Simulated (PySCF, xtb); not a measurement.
C₄H₁₀BN, SMILES C[C@H]1CCB1N. The values are those of a single conformer.

Harmonic wavenumbers (cm⁻¹) from GFN2-xTB in xtb at its own minimum, in rising order: 62, 146, 203, 271, 358, 401, 550, 579, 602, 737, 740, 813, 885, 925, 988, 996, 1026, 1077, 1135, 1161, 1184, 1207, 1218, 1260, 1308, 1407, 1452, 1465, 1490, 1508, 1512, 1548, 2934, 2972, 2986, 2998, 3000, 3003, 3014, 3023, 3471, 3505.

### Question
What does B3LYP-D3(BJ)/def2-SVP (PySCF) give at its own minimum? (The exact figures need the calculation; the answer reports its results.)

### Answer
97, 160, 211, 290, 355, 435, 527, 577, 618, 703, 732, 810, 860, 887, 926, 952, 991, 1094, 1102, 1139, 1156, 1202, 1227, 1264, 1338, 1394, 1405, 1442, 1468, 1474, 1478, 1605, 3006, 3015, 3024, 3044, 3076, 3078, 3085, 3101, 3579, 3675. Paired by order, the mean absolute difference is 37 cm⁻¹ and the zero-point energies are 87.4 and 88.1 kcal/mol.
